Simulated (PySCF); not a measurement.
Compound: C6H9N3.
Bonds: C1–C2, C2–C3, C3–C4 (aromatic), C4–N5 (aromatic), N5–N6 (aromatic), N6–C7 (aromatic), C7–C8, C7–N9 (aromatic), C3–N9 (aromatic). Hydrogens: H10, H11, H12 on C1; H13, H14 on C2; H15 on C4; H16, H17, H18 on C8.

The calculation used PBE0-D3(BJ)/def2-SVP geometry optimisation, gas phase in PySCF.

(1) Give the optimised bond lengths and angles.

Results:

(1) 
```tsv
bond	length (bohr)
C1–C2	2.879
C2–C3	2.834
C3–C4	2.654
C4–N5	2.500
N5–N6	2.484
N6–C7	2.526
C7–C8	2.819
C7–N9	2.528
C3–N9	2.504
C1–H10, C1–H11, C1–H12	2.078
C2–H13, C2–H14	2.083
C4–H15	2.068
C8–H16, C8–H17, C8–H18	2.077
```

Bonds in one row agree within 0.02 bohr and their mean is given. A selection of angles:
```tsv
angle	degrees
C1–C2–C3	112.8
C2–C3–C4	122.8
C2–C3–N9	118.4
C4–C3–N9	118.7
C3–C4–N5	121.6
C4–N5–N6	119.2
N5–N6–C7	118.7
N6–C7–C8	117.1
N6–C7–N9	124.9
C8–C7–N9	118.0
C3–N9–C7	116.8
```

Torsions: C1–C2–C3–C4 127° (anticlinal). The mirror-image conformer, all signs reversed, is as good.

The C–C distances run from 1.404 Å (C3–C4, aromatic) to 1.524 Å (C1–C2, drawn single), a spread of 0.120 Å. The 6-membered ring C3–C4–N5–N6–C7–N9 has internal angles of 116.8° to 124.9°; it is planar, 0.00 Å rms from its mean plane, widest ring torsion 0°. Of the pairs four or more bonds apart, N9···H12 is among the closest relative to their van der Waals radii: 2.65 Å, 96 % of the sum of Bondi's values.

Point group: C1 (no symmetry element, even within 0.4 Å). PBE0-D3(BJ)/def2-SVP frequencies: not computed here. One conformer, not necessarily the lowest.

The run took 5.6 min of wall time on Arm Neoverse N1, one thread, no GPU (shared host), and the process peaked at 0.81 GiB of memory. That covers the optimisation of the geometry.
